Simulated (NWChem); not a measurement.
The numbers come from NWChem runs, not from measurements. System: H$_{4}$B, charge 0, spin multiplicity 2, at the geometry of a parent with another charge or spin, in a state set for the comparison that need not be this species' ground state. Its SCF solution wasn't tested for a lower state. Level: ROCCSD(T)/def2-TZVPD, 1 core orbitals frozen.

Part of the output:

```
             Northwest Computational Chemistry Package (NWChem) 7.3.0
             --------------------------------------------------------

                                NWChem Input Module
                                -------------------

 Scaling coordinates for geometry "geometry" by  1.889725989
 (inverse scale =  0.529177249)

 Turning off AUTOSYM since
 SYMMETRY directive was detected!

                             Geometry "geometry" -> ""
                             -------------------------

 Output coordinates in angstroms (scale by  1.889725989 to convert to a.u.)

  No.       Tag          Charge          X              Y              Z
 ---- ---------------- ---------- -------------- -------------- --------------
    1 B                    5.0000     0.00000000     0.00000000    -0.00000700
    2 H                    1.0000     0.00000000     1.02775300     0.72674300
    3 H                    1.0000     0.00000000    -1.02775300     0.72674300
    4 H                    1.0000     1.02776500     0.00000000    -0.72672600
    5 H                    1.0000    -1.02776500     0.00000000    -0.72672600

 Effective nuclear repulsion energy (a.u.)       9.9526874138

            Nuclear Dipole moment (a.u.)
            ----------------------------
        X                 Y               Z
 ---------------- ---------------- ----------------
     0.0000000000     0.0000000000    -0.0000018897

      Symmetry information
      --------------------

 Group name             C2v
 Group number             16
 Group order               4
 No. of unique centers     3

      Symmetry unique atoms

     1    2    4


 Summary of "ao basis" -> "" (spherical)
 ------------------------------------------------------------------------------
       Tag                 Description            Shells   Functions and Types
 ---------------- ------------------------------  ------  ---------------------
 *                         def2-tzvpd                 on all atoms

 Summary of "ao basis" -> "ao basis" (spherical)
 ------------------------------------------------------------------------------
       Tag                 Description            Shells   Functions and Types
 ---------------- ------------------------------  ------  ---------------------
 B                         def2-tzvpd               13       37   6s3p3d1f
 H                         def2-tzvpd                5        9   3s2p

                                 NWChem SCF Module
[...]
     2   1 0 1     -0.000000     -0.000000      0.000000
     2   0 2 0     -7.648598     -1.724967      7.544061
     2   0 1 1     -0.000000     -0.000000      0.000000
     2   0 0 2     -6.256630     -3.067888      7.544131

                   NWChem Extensible Many-Electron Theory Module
                   ---------------------------------------------


            General Information
            -------------------
      Number of processors :     1
         Wavefunction type : Restricted open-shell Hartree-Fock
          No. of electrons :     9
           Alpha electrons :     5
            Beta electrons :     4
           No. of orbitals :   146
            Alpha orbitals :    73
             Beta orbitals :    73
        Alpha frozen cores :     1
         Beta frozen cores :     1
     Alpha frozen virtuals :     0
      Beta frozen virtuals :     0
         Spin multiplicity : doublet
    Number of AO functions :    73
       Number of AO shells :    33
        Use of symmetry is : on
      Symmetry adaption is : on
         Schwarz screening : 0.10D-09

          Correlation Information
          -----------------------
          Calculation type : Coupled-cluster singles & doubles w/ perturbation
   Perturbative correction : (T)
            Max iterations :      100
        Residual threshold : 0.10D-05
     T(0) DIIS level shift : 0.00D+00
     L(0) DIIS level shift : 0.00D+00
     T(1) DIIS level shift : 0.00D+00
     L(1) DIIS level shift : 0.00D+00
     T(R) DIIS level shift : 0.00D+00
     T(I) DIIS level shift : 0.00D+00
   CC-T/L Amplitude update :  5-th order DIIS
                I/O scheme : Global Array Library
        L-threshold :  0.10D-05
        EOM-threshold :  0.10D-05
 no EOMCCSD initial starts read in
 TCE RESTART OPTIONS
 SLICE:      F
 D4D5:       F
 quantumc:   F
 qrotation:  F
 pwtce:      F
 qducc:      F
 nacto:                         0
 nrotv:                         0
 nrot:                          0

            Memory Information
            ------------------
          Available GA space size is     249026142 doubles
          Available MA space size is     104853444 doubles

 Maximum block size supplied by input
 Maximum block size        24 doubles

 tile_dim =     16

 -------------------------------------------------

 Global array virtual files algorithm will be used

 Parallel file system coherency ......... OK

 4-electron integrals stored in orbital form

 v2    file size   =          1636458
 4-index algorithm nr.  13 is used
 imaxsize =       30
 imaxsize ichop =        0


CCSD iterations
 ---------------------------------------------------------
 Iter          Residuum       Correlation     Cpu    Wall
 ---------------------------------------------------------
    1   0.1060067036404  -0.1478733624783     0.7     0.7
    2   0.0323591835045  -0.1656005890696     0.6     0.6
    3   0.0119370301009  -0.1696064378249     0.6     0.6
    4   0.0048298003350  -0.1708299267397     0.6     0.6
    5   0.0021148558576  -0.1712638757768     0.7     0.7
    6   0.0004261839583  -0.1715583864926     0.8     0.8
    7   0.0001758146262  -0.1715470131248     0.8     0.8
    8   0.0000913667615  -0.1715462732018     0.8     0.8
    9   0.0000498435296  -0.1715456536371     0.7     0.7
   10   0.0000278116892  -0.1715454912080     0.7     0.7
   11   0.0000046412196  -0.1715452749451     0.8     0.8
   12   0.0000015489060  -0.1715455026262     0.9     0.9
   13   0.0000006705898  -0.1715455831778     0.9     0.9
 -----------------------------------------------------------------
 Iterations converged
 CCSD correlation energy / hartree =        -0.171545583177836
 CCSD total energy / hartree       =       -27.002716455129008

 Singles contributions

 Doubles contributions
 CCSD(T)
 Using plain CCSD(T) code
             total no. of tasks         1652
 total no. of tasks / no. procs         1652
                         wl_min            1           1.0
                         wl_max         4096           4.0
        thresh for no. of tasks         1652

 CCSD[T]  correction energy / hartree =        -0.005502784549742
 CCSD[T] correlation energy / hartree =        -0.177048367727578
 CCSD[T] total energy / hartree       =       -27.008219239678748
 CCSD(T)  correction energy / hartree =        -0.005412833144679
 CCSD(T) correlation energy / hartree =        -0.176958416322515
 CCSD(T) total energy / hartree       =       -27.008129288273686

 Task  times  cpu:       20.8s     wall:       20.8s

 Total times  cpu:       20.8s     wall:       20.8s
```

Problem. Write an NWChem input that would produce this output.

Solution. One answer among several that fit: 
```
start mol
memory heap 100 mb stack 700 mb global 1900 mb
geometry units angstroms nocenter noautoz
  B      0.000000     0.000000    -0.000007
  H      0.000000     1.027753     0.726743
  H      0.000000    -1.027753     0.726743
  H      1.027765     0.000000    -0.726726
  H     -1.027765     0.000000    -0.726726
  symmetry group C2v
end
basis spherical
  * library def2-tzvpd
end
scf
  rohf
  nopen 1
  maxiter 100
  thresh 1e-7
  semidirect memsize 60000000 filesize 0
  # guess.movecs holds the orbitals of an unrestricted PBE0 run
  vectors input guess.movecs swap 3 5 output mol.movecs
end
tce
  freeze core 1
  ccsd(t)
  2eorb
  2emet 13
  thresh 1e-6
  maxiter 100
  tilesize 24
end
task tce energy
```
